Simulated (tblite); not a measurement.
Species: C₂H₅F₃P₂Si.
Atom-mapped SMILES: `[F:1][C:2]([F:3])([F:4])/[P:5]=[P:6]/[CH2:7][SiH3:8]` (hydrogens: H9, H10 on C7; H11, H12, H13 on Si8)

Computed geometry: GFN2-xTB, gas phase.

(1) What internal coordinates does the optimisation give?

Results:

(1) 
| bond | length (pm) | order |
| --- | --- | --- |
| F1–C2, C2–F3, C2–F4 | 134.3 | single |
| C2–P5 | 188.3 | single |
| P5=P6 | 203.2 | double |
| P6–C7 | 183.9 | single |
| C7–Si8 | 192.2 | single |
| C7–H9, C7–H10 | 108.9 | single |
| Si8–H11, Si8–H12, Si8–H13 | 146.3 | single |

Bonds in one row agree within 1 pm and their mean is given. Orders are formal, as drawn. A selection of angles:
| angle | degrees |
| --- | --- |
| F1–C2–F3 | 106.5 |
| F1–C2–P5 | 110.6 |
| F4–C2–P5 | 115.2 |
| C2–P5–P6 | 94.7 |
| P5–P6–C7 | 100.2 |
| P6–C7–Si8 | 111.7 |

Torsions: F1–C2–P5–P6 151° (antiperiplanar); C2–P5–P6–C7 177° (antiperiplanar); P5–P6–C7–Si8 -88° (synclinal). The mirror-image conformer, all signs reversed, is as good.

The C–P distances run from 1.839 Å (P6–C7, drawn single) to 1.883 Å (C2–P5, drawn single), a spread of 0.044 Å. Si8 (SiH3 silicon) is tetrahedral (angles from 106.8° to 111.5°). P6 (phosphorus bonded to C and P) is bent (angle 100.2°).

Point group: C1 (no symmetry element, even within 0.4 Å). Its lowest GFN2-xTB frequency is 15 cm⁻¹, too small to tell a flat minimum from a shallow saddle. The numbers are those of one conformer. 2 starts were optimised and ended at 0.00 and 3.12 kcal/mol (GFN2-xTB); the lowest of these is shown.
